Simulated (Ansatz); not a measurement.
Two structures, one formula

Two relaxed structures of HSeSO (charge -1), closed shell (PBE0-D4/def2-TZVPD; forces vanish, vibrations not checked).

A:

| atom | x (Å) | y (Å) | z (Å) |
| --- | --- | --- | --- |
| O1 | -0.9050 | 0.5839 | -0.4234 |
| S2 | -0.4004 | -0.8954 | 0.2671 |
| Se3 | 1.5144 | -0.4933 | 1.2098 |
| H4 | -0.2091 | 0.8048 | -1.0535 |

B:

```
atom    x (Å)    y (Å)    z (Å)
  O1  -0.9240   0.6436  -0.4525
  S2   1.5198  -0.5141   1.2314
 Se3  -0.3633  -0.9656   0.3154
  H4  -0.2325   0.8361  -1.0943
```

Program: Ansatz 0.2.0. Basis: def2-TZVPPD. Cores are frozen in the correlated methods. Filled d shells of the heavier atoms are correlated. The def2 sets are not built for correlating such inner shells, so the correlated values are less sure here. B3LYP uses VWN-RPA correlation.

(1) Which structure is lower at CCSD(T), and by how much? (Judge from chemistry; the value comes from the calculation.)

(2) Do the other methods give the same order? (Judge from chemistry; the calculation decides.)

The T1 diagnostic stays at or below 0.016.

## Answers

(1) By the calculation: B, by 1.47 kcal/mol (electronic energy, against the other). By their contacts, A is HSeSO ([OH][S][Se]), total charge -1 and B is HSeSO ([OH][Se][S]), total charge -1.

(2) The calculation gives: Not all: PBE0-D4, wB97M-V, HF give the other order.

```tsv
method	E(B) − E(A) (kcal/mol)
PBE-D4	-0.68
r2SCAN-D4	-0.23
PBE0-D4	0.30
B3LYP-D4	-0.22
wB97M-V	0.51
HF	2.11
MP2	-2.03
CCSD	-0.84
CCSD(T)	-1.47
```

Labels in which every atom is bracketed show which atoms are joined, not bond orders.

For scale, one of the runs: CCSD(T)/def2-TZVPPD, 165 basis functions, launched by `ansatz run in.yaml --threads 2 --pin off --events-out ev --progress --plain --max-ram 4352MiB`. The run took 17 s on 2 CPU threads of an Intel Xeon 6975P-C (shared host), with 1.4 GiB of host memory at its peak.
